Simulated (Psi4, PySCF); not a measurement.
H2BrF2NSi (SMILES N[Si](F)(F)Br), singlet, at a GFN2-xTB geometry, atoms displaced at random by about 0.03 Å a coordinate. Base run: B3LYP/STO-3G, gradient (PySCF).

Input for PySCF:
```python
from pyscf import gto, scf, dft

mol = gto.Mole()
mol.atom = '''
    N     2.039239    0.098573    0.757553
    Si    0.427476    0.469005    0.438934
    F    -0.275328    0.460588    1.875908
    F     0.302870    1.959250   -0.081961
    Br   -0.745472   -0.807381   -0.823951
    H     2.345566   -0.663618    1.312286
    H     2.773351    0.325170    0.019042
'''
mol.basis = 'sto-3g'
mol.charge = 0
mol.spin = 0
mol.verbose = 4
mol.build()

mf = dft.RKS(mol)
mf.xc = 'b3lyp'
mf.kernel()
g = mf.nuc_grad_method()
grad = g.kernel()
```

Programs used: Psi4, PySCF; a row that names a program was run with it.

The coordinate followed is x of atom 2.

The base run was repeated with changes; each row names its change, and settings that it needs were set with it.

```json
[
 {"change": "base", "dE/dx (Eh/bohr)": "-0.004916", "net force (Eh/bohr)": "0.000376"},
 {"change": "grid_response = on", "dE/dx (Eh/bohr)": "-0.004932", "net force (Eh/bohr)": "0.000000"},
 {"change": "conv_tol = 1e-11", "dE/dx (Eh/bohr)": "-0.004917", "net force (Eh/bohr)": "0.000376"},
 {"change": "finite difference step (bohr) = 0.05; conv_tol = 1e-11", "dE/dx (Eh/bohr)": "-0.004599", "net force (Eh/bohr)": "-"},
 {"change": "grids.level = 5; grid_response = off", "dE/dx (Eh/bohr)": "-0.004925", "net force (Eh/bohr)": "0.000046"},
 {"change": "density fitting = on; auxbasis_response = off", "dE/dx (Eh/bohr)": "-0.004927", "net force (Eh/bohr)": "0.003856"},
 {"change": "finite difference step (bohr) = 0.2; conv_tol = 1e-11", "dE/dx (Eh/bohr)": "0.000446", "net force (Eh/bohr)": "-"},
 {"change": "grids.level = 1; grid_response = on", "dE/dx (Eh/bohr)": "-0.006119", "net force (Eh/bohr)": "0.000000"},
 {"change": "code = psi4", "dE/dx (Eh/bohr)": "-0.004932", "net force (Eh/bohr)": "0.000318"},
 {"change": "conv_tol = 1e-4", "dE/dx (Eh/bohr)": "-0.004948", "net force (Eh/bohr)": "0.000376"},
 {"change": "finite difference step (bohr) = 0.01; conv_tol = 1e-11", "dE/dx (Eh/bohr)": "-0.004919", "net force (Eh/bohr)": "-"},
 {"change": "finite difference step (bohr) = 1e-3; conv_tol = 1e-11", "dE/dx (Eh/bohr)": "-0.004933", "net force (Eh/bohr)": "-"}
]
```

The net force is zero for an exact gradient.
